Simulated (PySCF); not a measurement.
Basis and Hamiltonian dependence of the ionisation energy of B⁺

B⁺ [He] 2s2 (1S) → B²⁺ [He] 2s1 (2S). Calculated with PySCF 2.14 from differences of total energies of unrestricted determinants, without spin-orbit coupling. Values in eV.

| basis | Hamiltonian | functions | UHF | r2SCAN | PBE0 | MP2 (valence) | CCSD(T) (valence) | CCSD(T) (valence and next inner shell) |
| --- | --- | --- | --- | --- | --- | --- | --- | --- |
| cc-pVDZ-DK | spin-free X2C | 14 | 23.494 | n/a | 24.614 | 24.378 | 25.086 | n/a |
| 6-31G* | non-relativistic | 14 | 23.465 | n/a | 24.599 | 24.372 | 25.063 | n/a |
| cc-pVDZ | non-relativistic | 14 | 23.488 | n/a | n/a | 24.372 | 25.081 | n/a |
| cc-pVTZ-DK | spin-free X2C | 30 | 23.445 | 24.253 | n/a | 24.421 | 25.071 | n/a |
| ANO-RCC-VTZP | spin-free X2C | 30 | 23.455 | 24.264 | 24.572 | 24.431 | 25.093 | 25.100 |
| x2c-TZVPall | spin-free X2C | 31 | 23.447 | 24.260 | n/a | 24.412 | 25.065 | n/a |
| dyall-av2z | non-relativistic | 42 | 23.437 | 24.250 | 24.567 | 24.398 | 25.084 | n/a |
| aug-cc-pwCVTZ | non-relativistic | 59 | 23.442 | 24.260 | 24.563 | 24.455 | 25.092 | 25.122 |
| dyall-v3z with one added diffuse shell each of s, p, d type | spin-free X2C | 64 | 23.449 | n/a | n/a | 24.473 | 25.109 | n/a |
| dyall-av3z | non-relativistic | 71 | 23.443 | 24.265 | 24.562 | 24.468 | 25.103 | n/a |
| x2c-QZVPPall with one added diffuse shell each of s, p, d, f type | spin-free X2C | 73 | 23.449 | 24.263 | 24.567 | 24.473 | 25.100 | 25.103 |
| aug-cc-pVQZ-DK | spin-free X2C | 80 | 23.450 | 24.271 | 24.566 | 24.486 | 25.108 | n/a |
| aug-cc-pVQZ | non-relativistic | 80 | 23.443 | 24.265 | 24.560 | 24.480 | 25.102 | n/a |
| aug-cc-pCVQZ-DK | spin-free X2C | 109 | 23.449 | 24.272 | 24.567 | 24.492 | n/a | n/a |

Frozen in the all-electron rows: valence: 1s2; valence and next inner shell: nothing.

Reference for a calculation without spin-orbit coupling: 25.155 eV (measured, between term centres; NIST).
